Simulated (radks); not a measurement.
Q: Valence configurations of Ce II (all share [Xe]). Calculated with a radial shooting solver on a logarithmic mesh with Libxc functionals: Dirac Kohn-Sham, BLYP, spin-unpolarised, spherical densities, point nucleus; open shells fill j = l - 1/2 first. Order these by energy: 4f0.5 5d2.5; 4f2 5d1; 4f1 5d1 6s1; 4f1 6s2; 4f1 5d1.5 6p0.5; 4f1 5d2; 5d2 6s1; 4f1 5d1 6p1; 4f0.5 5d2 6p0.5; 4f1 5d1.5 6s0.5.

A: From the lowest, in eV above it: 4f1 5d1 6s1 0.000; 4f1 5d1.5 6s0.5 0.040; 4f2 5d1 0.201; 4f1 5d2 0.212; 4f1 6s2 0.372; 4f1 5d1.5 6p0.5 1.416; 4f0.5 5d2.5 1.764; 4f1 5d1 6p1 2.877; 4f0.5 5d2 6p0.5 3.186; 5d2 6s1 5.078. NIST lists [Xe] 4f1 5d2 as the ground configuration; this level of theory puts 4f1 5d1 6s1 lower, by 0.212 eV. The energies are those of spherical spin-averaged densities, not of single terms.
